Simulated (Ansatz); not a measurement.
Species: calicene `C1=CC(=C2C=C2)C=C1` (charge 0, multiplicity 1).

Problem. Give a relaxed geometry from Ansatz (a first-principles code) with PBE-D3(BJ)/def2-SVP.

Solution. the end point of this relaxation (outside a Z-matrix the atoms follow the SMILES, hydrogens last).
Cartesian coordinates (Å) in one orientation:
```xyz
14

C     -2.069     0.114    -0.940
C     -0.767     0.530    -1.116
C      0.013     0.002     0.002
C      1.349     0.181     0.210
C      2.555    -0.017     0.965
C      2.632     0.712    -0.156
C     -0.903    -0.753     0.856
C     -2.153    -0.680     0.281
H     -2.916     0.337    -1.604
H     -0.363     1.142    -1.933
H      3.064    -0.450     1.835
H      3.248     1.296    -0.851
H     -0.618    -1.272     1.781
H     -3.072    -1.141     0.670
```
